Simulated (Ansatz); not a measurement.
Coupled-cluster diagnostics for Al6Cu⁻ (the lowest singlet isomer of a short search), Ansatz.

Geometry of the singlet (PBE-D4/def2-SVPD):

| atom | x (Å) | y (Å) | z (Å) |
| --- | --- | --- | --- |
| Cu1 | 1.239 | -1.806 | 0.832 |
| Al2 | -1.427 | 1.278 | 0.894 |
| Al3 | 1.075 | -0.692 | -1.297 |
| Al4 | 1.051 | 0.530 | 1.390 |
| Al5 | -1.405 | 0.156 | -1.572 |
| Al6 | -1.108 | -1.320 | 0.591 |
| Al7 | 0.574 | 1.854 | -0.838 |

Correlated methods freeze 39 core orbitals. The structure comes from a short search, and lower isomers may exist.

Q: Estimate the CCSD(T) correlation energy, the shares of MP2 and (T), T1 and the reference's ⟨S²⟩ for: charge -1, singlet, own geometry in def2-SVPD; and the rough time on 4 threads of Arm Neoverse N1 on a shared host.

A: 
```csv
state,basis,correlation (eV),MP2 share (%),(T) share (%),T1,⟨S²⟩ (pure),wall time,remarks
"charge -1, singlet, own geometry",def2-SVPD,-23.411,100.6,9.9,0.031,0.00 (0.00),61 s,restricted SCF unstable
```
Customary marks for T1 are 0.02 (closed shells), 0.045 (open shells) and about 0.05 (3d metals). T1 exceeds 0.02 in 1 of 1 rows and 0.045 in 0; the higher it lies, the less the single-reference result can be trusted.
